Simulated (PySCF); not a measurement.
# Electron correlation in Sr (strontium, neutral)

[Kr] 5p2, high-spin 3P determinant (an excited configuration). All numbers are calculated (PySCF 2.14, scalar relativity by spin-free X2C-1e, in aug-cc-pVQZ-X2C (9s8p6d3f2g, 102 functions)). Frozen: [Kr]; 2 electrons correlated.

With two correlated electrons CCSD is exact within the correlated space (frozen core and kept virtual orbitals).

```json
{"level": "CCSD", "correlation energy (mhartree)": "-16.58"}
```

Diagnostics: T1 = 0.023, D1 = 0.0323, largest double amplitude 0.359.

Is a single reference adequate?

Not fully. A double-excitation amplitude exceeds 0.15, a sign of near-degeneracy.
